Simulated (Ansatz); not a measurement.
Ansatz (an electronic-structure program) input:
A basis named .json is the Basis Set Exchange file of that set.

Ansatz 0.2 input:
```yaml
crystal:
  periodic: [false, false, false]
  atoms:
    - {symbol: Li, position_ang: [-0.00000000, -0.00000000, -2.02545249]}
    - {symbol: Cl, position_ang: [0.00000000, 0.00000000, 0.35743279]}
basis:
  gaussian:
    orbitals: def2-QZVPPD.json
    fitting: {mean_field: def2-universal-jkfit, correlation: def2-QZVPPD-RIFIT.json}
total_charge: 1
magnetization: {spin_polarized: true, initial_magnetization: 1}
correlation: {method: mp2, electrons: outside_noble_gas}
```

**Question.** What final total energy does it print?

**Answer.** -466.92033 Eh (RI-MP2/def2-QZVPPD). The basis has 114 functions.
